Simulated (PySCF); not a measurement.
BFH, SMILES F[BH] (connectivity only; charge and spin as stated), charge +1, multiplicity 1.

Geometry optimised at PBE0-D3(BJ)/def2-TZVPD. The multiplicity is an assumed one; other spin states were not compared. The isomer is the one that the SMILES or the coordinates give; other isomers of the formula were not compared.

All values below come from PySCF with TDA-ωB97X/def2-TZVPD.

Vertical excitations; the highest root listed may be one member of a degenerate set. The molecule is in vacuum. State labels are in the subgroup C2v.

| state | symmetry | energy (eV) | λ (nm) | f | main pairs |
|---|---|---|---|---|---|
| S1 | B2 | 11.47 | 108 | 0.166 | HOMO→LUMO+1 (degenerate set) |
| S2 | B1 | 11.47 | 108 | 0.166 | HOMO→LUMO (degenerate set) |
| S3 | A2 | 11.70 | 106 | 0.000 | HOMO−1→LUMO 49 %, HOMO−2→LUMO+1 49 % |
| S4 | A1 | 11.80 | 105 | 0.000 | HOMO−1→LUMO+1, HOMO−2→LUMO (degenerate set) |
| S5 | A2 | 11.80 | 105 | 0.000 | HOMO−2→LUMO+1, HOMO−1→LUMO (degenerate set) |
| S6 | A1 | 14.57 | 85 | 0.003 | HOMO→LUMO+2 36 %, HOMO−2→LUMO 27 %, HOMO−1→LUMO+1 27 % |
| S7 | B1 | 14.63 | 85 | 0.034 | HOMO−3→LUMO, HOMO−2→LUMO+2 (degenerate set) |
| S8 | B2 | 14.63 | 85 | 0.034 | HOMO−3→LUMO+1, HOMO−1→LUMO+2 (degenerate set) |
| S9 | B2 | 15.17 | 82 | 0.217 | HOMO−1→LUMO+2, HOMO−3→LUMO+1 (degenerate set) |
| S10 | B1 | 15.17 | 82 | 0.217 | HOMO−2→LUMO+2, HOMO−3→LUMO (degenerate set) |
| T1 | B1 | 9.41 | 132 | 0 | HOMO→LUMO (degenerate set) |
| T2 | B2 | 9.41 | 132 | 0 | HOMO→LUMO+1 (degenerate set) |
| T3 | A1 | 10.79 | 115 | 0 | HOMO−1→LUMO+1 48 %, HOMO−2→LUMO 48 % |
| T4 | A1 | 11.22 | 110 | 0 | HOMO−2→LUMO 49 %, HOMO−1→LUMO+1 49 % |
Triplets are in the Tamm–Dancoff approximation.
